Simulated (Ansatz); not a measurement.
```yaml
crystal:
  periodic: [false, false, false]
  atoms:
    - {symbol: Si, position_ang: [0.287619, -0.000052, 0.204065]}
    - {symbol: O, position_ang: [0.262513, -0.078971, 1.890868]}
    - {symbol: H, position_ang: [0.646345, 0.701600, 2.327415]}
    - {symbol: O, position_ang: [1.871819, 0.078744, -0.375820]}
    - {symbol: H, position_ang: [2.410735, -0.701476, -0.156695]}
    - {symbol: C, position_ang: [-0.518482, 1.566199, -0.438179]}
    - {symbol: H, position_ang: [0.045064, 2.467108, -0.119518]}
    - {symbol: H, position_ang: [-1.558361, 1.659548, -0.065305]}
    - {symbol: H, position_ang: [-0.547498, 1.568512, -1.546960]}
    - {symbol: C, position_ang: [-0.584747, -1.566188, -0.345139]}
    - {symbol: H, position_ang: [-1.642135, -1.566522, -0.010213]}
    - {symbol: H, position_ang: [-0.100544, -2.466868, 0.085073]}
    - {symbol: H, position_ang: [-0.572328, -1.661634, -1.449592]}
basis:
  gaussian: {orbitals: "6-31++G**"}
hamiltonian: {xc: {name: r2SCAN50}}
scf: {omitted_lower_state_checks: [starts]}
```

```sh
$ ansatz run in.yaml --threads 2 --pin off --events-out ev --progress --plain --max-ram 32768MiB --backend cpu
```

Shortened log:

```
Functional definition: r2SCAN50
1529 factors; their error is unknown
mean field evaluation 1: about -14163.3029 eV, gradient 7.3e1 eV
mean field evaluation 2: about -14165.2844 eV, gradient 6.7e1 eV
mean field evaluation 4: about -14173.7507 eV, gradient 1.5e0 eV
mean field evaluation 8: about -14173.7603 eV, gradient 5.1e-2 eV
mean field evaluation 16: about -14173.9179 eV, gradient 6.0e-5 eV
mean field -14173.91789916 eV, -520.8818753674 hartree, gradient 7.2e-6 eV, S^2 0.000000; 0 other end points of the search recorded, 0 dependent functions left out
reference -14173.91792350 eV, -520.8818762621 hartree; 25, 25 occupied and 122, 122 virtual orbitals, 1529 factors
Total energy: -14173.91792350 eV, -520.8818762621 hartree
Checks for a lower state left out: starts
```

It took 4.5 s on 2 threads of AMD EPYC 7R13 on a shared host.

The 6-31G sets use Cartesian d functions.
